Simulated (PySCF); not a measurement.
Species: C₆H₁₁F₃N (charge +1).
SMILES with atom numbers: `[CH3:1]/[CH:2]=[N+:3](\[CH3:4])[CH2:5][CH2:6][C:7]([F:8])([F:9])[F:10]` (hydrogens: H11, H12, H13 on C1; H14 on C2; H15, H16, H17 on C4; H18, H19 on C5; H20, H21 on C6)

Structure used (PBE0-D3(BJ)/def2-SVP), in Å, numbered top down from 1:
```xyz
21
C6H11F3N angstrom
C      2.292    1.274   -0.385
C      1.027    0.687   -0.852
N      0.508   -0.394   -0.381
C      1.145   -1.152    0.695
C     -0.815   -0.850   -0.833
C     -1.894   -0.644    0.221
C     -1.996    0.793    0.685
F     -3.081    1.001    1.398
F     -0.929    1.124    1.442
F     -1.997    1.634   -0.358
H      2.147    1.656    0.643
H      2.592    2.113   -1.022
H      3.105    0.532   -0.341
H      0.442    1.196   -1.627
H      2.193   -1.360    0.442
H      0.615   -2.101    0.830
H      1.099   -0.574    1.630
H     -1.064   -0.298   -1.748
H     -0.734   -1.916   -1.091
H     -1.745   -1.278    1.107
H     -2.860   -0.931   -0.219
```

Jobs on this species (21 atoms, 80 electrons) with PySCF (density fitting). Hardware of each: one thread of an Intel Xeon at 2.80 GHz (shared host). The host was shared with other jobs, so the times are rough. Peak memory is the resident size of the whole Python process, interpreter and libraries included.

```tsv
level and settings	work	basis functions	SCF cycles	wall time	peak memory
PBE0/pcSseg-1, IEF-PCM acetone	shieldings, charges and field gradients	225	?	?	?
PBE0/pcSseg-1, IEF-PCM cyclohexane	shieldings	225	14	62 s	1.2 GiB
PBE0-D3(BJ)/def2-SVP, grid level 1	geometry optimisation from a GFN2-xTB start shaken at random	195	62	3.9 min	0.87 GiB
```

Fill in the missing figures.

- PBE0/pcSseg-1, IEF-PCM acetone; shieldings, charges and field gradients: 65 s, 1.2 GiB, 14 SCF cycles

What do all jobs in the table cost together?

About 6.0 min; the longest takes about 65 % of that, and about 3.8 times as long as the shortest.
